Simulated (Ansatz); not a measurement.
Sn₁₀H₁₅, a cluster with a defect cut from the lattice of tin (one cap removed). Total charge 0; doublet. Geometry PBE-D4/def2-SVP.

Cartesian coordinates in Å:
```
Sn -0.5278 0.3802 -3.2912
Sn -2.6104 -1.7526 0.1956
Sn 1.8729 -2.4645 -0.5978
Sn 2.6153 2.0638 -0.4001
Sn 0.5460 -0.0591 3.1026
Sn -1.8523 2.7687 0.3990
Sn -0.6371 -2.0210 -1.7958
Sn 0.1169 2.5933 -1.6366
Sn -1.9704 0.3823 1.9174
Sn 2.5235 -0.3257 1.1150
H -2.0606 0.6482 -4.0704
H 0.6520 0.2232 -4.5607
H -4.1548 -1.4631 -0.5456
H -2.7449 -3.2282 1.1028
H 3.0909 -2.6263 -1.8260
H 1.8460 -3.9531 0.2979
H 3.8615 1.9397 -1.6084
H 3.0597 3.3907 0.6345
H 0.4966 -1.4894 4.0877
H 0.9417 1.2708 4.1480
H -3.4102 3.0862 -0.3084
H -1.5029 4.1109 1.4500
H -1.0352 -3.3662 -2.8384
H -3.1894 0.5170 3.1628
H 4.0729 -0.6260 1.8660
```

In the def2 sets Sn takes a core potential; there is no spin–orbit coupling. Single mean-field runs in def2-TZVP are fitted with def2-universal-jkfit.

(1) Estimate the α-spin orbital energies around the gap (eV) in Ansatz with PBE-D4/def2-TZVP, PBE0-D4/def2-TZVP.

Answers

(1) 
| orbital | PBE-D4/def2-TZVP | PBE0-D4/def2-TZVP |
| --- | --- | --- |
| HOMO−5 | -6.36 | -7.27 |
| HOMO−4 | -6.36 | -7.27 |
| HOMO−3 | -6.22 | -7.05 |
| HOMO−2 | -6.21 | -7.05 |
| HOMO−1 | -6.21 | -7.05 |
| HOMO | -5.00 | -5.81 |
| LUMO | -2.40 | -1.61 |
| LUMO+1 | -2.31 | -1.58 |
| LUMO+2 | -2.30 | -1.58 |
| LUMO+3 | -2.20 | -1.45 |
| LUMO+4 | -1.77 | -1.11 |
| LUMO+5 | -1.77 | -1.11 |
| β HOMO | -6.12 | -6.92 |
| β LUMO | -4.41 | -3.78 |
